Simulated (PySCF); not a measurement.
C3H7FSi.
Numbering: `[F:1][C:2]1([SiH3:3])[CH2:4][CH2:5]1` (hydrogens: H6, H7, H8 on Si3; H9, H10 on C4; H11, H12 on C5)

Computed by this run: PBE0-D3(BJ)/def2-SVP geometry optimisation, gas phase in PySCF; density fitting, grid level 1; the optimiser is geomeTRIC in internal coordinates, started from a GFN2-xTB structure with every atom displaced at random (about 0.01 Å).

Step 0: E = -13801.8411 eV
```
atom  x, y, z in Å  |  force x, y, z in eV/Å
F1      0.2109    1.1420   -1.4425    0.029   0.253  -0.213
C2      0.0239    0.3143   -0.3665    0.392  -0.094  -0.489
Si3     1.6715   -0.2053    0.3754   -0.291   0.482  -0.126
C4     -1.1657    0.5890    0.4487   -1.061   0.055   0.429
C5     -1.1581   -0.6012   -0.4782    0.600   0.331   1.042
H6      2.4516   -0.8984   -0.6489    0.364  -0.303  -0.349
H7      1.3845   -1.0920    1.5054   -0.043  -0.353   0.454
H8      2.3993    1.0069    0.8324    0.091   0.070   0.073
H9     -1.8150    1.4324    0.1842    0.227  -0.020  -0.204
H10    -1.1486    0.4196    1.5275    0.154  -0.075   0.093
H11    -1.7493   -0.5528   -1.3651   -0.428   0.151  -0.860
H12    -1.0653   -1.5828   -0.0373   -0.033  -0.496   0.150
```

**Question.** Estimate the geometry and energy of step 1. (The exact step hangs on the optimiser's Hessian estimate; all steps are aligned on step 0, rigid shifts and turns removed.)

**Answer.** E = -13801.9111 eV, largest force 0.218 eV/Å
```
atom  x, y, z in Å  |  force x, y, z in eV/Å
F1      0.1700    1.1618   -1.4580   -0.019  -0.058   0.032
C2      0.0169    0.3215   -0.3785   -0.060   0.051   0.029
Si3     1.6680   -0.1970    0.3613    0.064  -0.015   0.056
C4     -1.1994    0.5875    0.4613    0.140  -0.082  -0.097
C5     -1.1592   -0.6034   -0.4499   -0.126   0.031  -0.176
H6      2.5043   -0.9007   -0.6561   -0.025   0.011  -0.010
H7      1.3962   -1.1256    1.5034   -0.026   0.024  -0.028
H8      2.4089    0.9969    0.8658   -0.004   0.004  -0.013
H9     -1.8010    1.4388    0.1415   -0.055   0.074  -0.022
H10    -1.1425    0.4423    1.5411    0.003  -0.010   0.100
H11    -1.7480   -0.5442   -1.3749    0.105  -0.018   0.135
H12    -1.0744   -1.6062   -0.0219    0.004  -0.012  -0.006
```

The energy changes by -0.0701 eV. The first-order estimate −F·Δx gives -0.1566 eV and the mean of the old and new forces, exact on a quadratic surface, -0.0710 eV. The step makes an angle of 57° with the force vector and moves no atom by more than 0.053 Å.

The cost below is that of the whole optimisation. On Arm Neoverse V1, one thread, no GPU (shared host), this took 17 s of wall time and 0.45 GiB of memory at its peak.
